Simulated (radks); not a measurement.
Results of a calculation; reference values are marked as such.
Task: Ionisation of Ti19+, [He] 2s1, to Ti20+, [He], under several functionals. Scalar-relativistic Kohn-Sham, spin-polarised, spherical densities, finite nucleus; open shells are filled with parallel spins first; a radial shooting solver on a logarithmic mesh with Libxc functionals. Known Delta-SCF values: BP86 1427.1 eV; exchange-only r2SCAN 1424.4 eV. What does exchange-only B88 give, and what is its highest occupied eigenvalue?

Result: 1427.0 eV by Delta-SCF; the 2s eigenvalue is -1394.6 eV. NIST: 1425.3 eV (theoretical).
